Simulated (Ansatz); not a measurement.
Si(OEt)H3 (C₂H₈OSi). Total charge 0; singlet. Geometry PBE0-D4/def2-SVP; atoms count from 1.

```xyz
12

C    -0.666    0.164    0.177
C    -1.168    1.518   -0.266
O     0.657   -0.015   -0.271
Si    1.562   -1.374    0.045
H    -1.319   -0.635   -0.228
H    -0.713    0.084    1.281
H    -2.204    1.678    0.070
H    -0.537    2.317    0.150
H    -1.140    1.598   -1.363
H     2.884   -1.166   -0.603
H     0.904   -2.599   -0.511
H     1.739   -1.570    1.520
```

Another isomer (singlet) lies 0.37 eV lower at PBE0-D4/def2-TZVP; other spin states weren't run for this one.

(1) Estimate the Mulliken populations from the PBE0/def2-TZVP orbitals of Ansatz.

(2) And the Mayer bond orders between heavy atoms (over 0.3)?

Answers

(1) 
| atom | charge (e) |
| --- | --- |
| C1 | -0.05 |
| C2 | -0.34 |
| O3 | -0.35 |
| Si4 | 0.29 |
| H5 | 0.10 |
| H6 | 0.10 |
| H7 | 0.11 |
| H8 | 0.12 |
| H9 | 0.12 |
| H10 | -0.02 |
| H11 | -0.04 |
| H12 | -0.04 |
Mulliken values depend strongly on the basis.

(2) C1–C2 1.03 (1.51 Å); C1–O3 0.97 (1.41 Å); O3–Si4 1.17 (1.66 Å).
